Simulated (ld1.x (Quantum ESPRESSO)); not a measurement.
Varying the TM potential for Sn (Z = 50)

Base potential:

tin, norm-conserving Troullier–Martins (Kleinman–Bylander form), made with ld1.x (Quantum ESPRESSO) 7.5 (PBE, scalar-relativistic). Core [Kr], reference 4d10 5s1 5p0 (charge +3). Waves: 5s (bound): rc 1.50 bohr; 5p (bound, empty): rc 1.75 bohr; 4f channel at -0.15 Ry: rc 1.75 bohr; 4d (bound): rc 0.90 bohr. Local part: the d channel. Core correction: Bessel-smoothed model core inside 0.70 bohr.

Cutoffs, loose and tight: the cutoffs (Ry, on a coarse ladder) from which the occupation-weighted sum of valence levels, in a spherical-Bessel basis at the reference potential, stays within 10 and 1 mRy of its value at 400 Ry. They do not see the model core or the augmentation charge, which bear on the density cutoff. Test errors are all-electron minus pseudo excitation energies from the reference, over the configurations 4d10 5s2 5p2; 4d10 5s2 5p1; 4d10 5s2 5p0; 4d10 5s0 5p4; 4d10 5s2 5p2.3; 4d10 5s0 5p0; 4d9 5s2 5p2. A dash means not determined; rows that change the core or the reference have their own tests.

A true bound ghost makes a file unfit for plane-wave use even where its test errors are small: the radial tests pick states by their node count and pass the ghost by.

Cutoffs are not given where the Bessel-basis levels miss the radial ones by over 6 mRy, ghosts where they miss by over 20 mRy; a channel whose overlap is not positive is not tested.

```csv
change,outcome,"cutoff, loose","cutoff, tight",bound ghosts,largest test error (meV)
base,generated,160 Ry,300 Ry,"s, p",-252
wave 4d (bound): rc 0.90 bohr becomes 4d (bound): rc 0.60 bohr,generated,–,–,s,-206
wave 4d (bound): rc 0.90 bohr becomes 4d (bound): rc 1.02 bohr,generated,110 Ry,140 Ry,"s, p",-258
wave 4d (bound): rc 0.90 bohr becomes 4d (bound): rc 1.12 bohr,generated,100 Ry,160 Ry,"s, p",-259
wave 4d (bound): rc 0.90 bohr becomes 4d (bound): rc 1.24 bohr,generated,100 Ry,160 Ry,"s, p",-259
wave 4d (bound): rc 0.90 bohr becomes 4d (bound): rc 1.34 bohr,generated,90 Ry,160 Ry,"s, p",-259
```

Problem. What comes out with this change to the base: wave 4d (bound): rc 0.90 bohr becomes 4d (bound): rc 0.68 bohr?

Solution. outcome: generated; cutoff, loose: over 300 Ry; cutoff, tight: over 300 Ry; bound ghosts: s, p; largest test error (meV): -263.

Problem. What comes out with this change to the base: wave 4d (bound): rc 0.90 bohr becomes 4d (bound): rc 0.78 bohr?

Solution. outcome: generated; cutoff, loose: 260 Ry; cutoff, tight: over 300 Ry; bound ghosts: s, p; largest test error (meV): -223.

Reading the sweep of the d radius (base included, trends over the rows without a ghost): Bound ghosts are found at 0.6, 0.68, 0.78, 0.9, 1.02, 1.12, 1.24, 1.34 bohr. Every judged row has one, so this setting neither creates nor removes them.
